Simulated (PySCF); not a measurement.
Compound: C₆H₆NS (doublet state).
Numbering: `[H]/[N:7]=[CH:6]\[c:5]1[cH:4][cH:3][c:2]([CH2:1])[s:8]1` (hydrogens: H9, H10 on C1; H11 on C3; H12 on C4; H13 on C6; H14 on N7)

Cartesian coordinates in Å at the GFN2-xTB level; atoms count from 1:
```
atom  x, y, z in Å
C1     2.8600    0.4042    0.4154
C2     1.5422    0.1961    0.2065
C3     0.9247   -0.7916   -0.6103
C4    -0.4424   -0.7341   -0.6059
C5    -0.9738    0.2824    0.1975
C6    -2.3498    0.6128    0.4198
N7    -3.3802    0.0553   -0.0698
S8     0.2926    1.1889    0.9681
H9     3.2112    1.1879    1.0606
H10    3.5944   -0.2180   -0.0642
H11    1.5092   -1.5023   -1.1661
H12   -1.0691   -1.4057   -1.1679
H13   -2.5328    1.4463    1.0928
H14   -3.1870   -0.7227   -0.6987
```

The hyperfine couplings belong to this conformer and change with its torsions.

Method used: PySCF 2.14.0, UKS B3LYP, pcH-1 on C H N S, non-relativistic, mean-field spin-orbit, GIAO. The structure is a single GFN2-xTB conformer in the gas phase; no vibrational or solvent corrections. The geometry wasn't refined by DFT: couplings that depend on bond lengths, twists or pyramidal angles can differ widely from those at the functional's own minimum. Stability of the SCF solution: not tested. ⟨S²⟩ is 0.789 where a pure state has 0.75.

The Mulliken spin populations are largest on C1 (+0.55), C5 (+0.35), C3 (+0.31) and N7 (+0.22). Four atoms exceed +0.15. The angles at C1 add up to 360.0°, so it is planar.

(1) McConnell's relation a(H) = Q·ρ ties the coupling of a proton on a planar π carbon to the spin population of that carbon. What Q do the computed values give?

(2) Leave H13 and its like out of the fit. How well does the relation then predict its coupling?

Answers

(1) 
```
  H   C    ρ(C)  a(H) (G)  a/ρ (G)
 H9  C1  +0.554    -12.08    -21.8
H10  C1  +0.554    -11.94    -21.6
H11  C3  +0.309     -7.13    -23.1
H12  C4  -0.165     +2.89    -17.5
H13  C6  -0.105     +1.33    -12.7
```

A least-squares line through the origin gives Q = -21.6 G with Mulliken populations. In every row coupling and population have opposite signs. Where ρ is negative the coupling is positive.

(2) The other protons give Q = -21.7 G, so a = -21.7 × -0.105 ≈ 2.29 G, against the computed 1.33 G.

Couplings in gauss use g_iso = 2.0037.
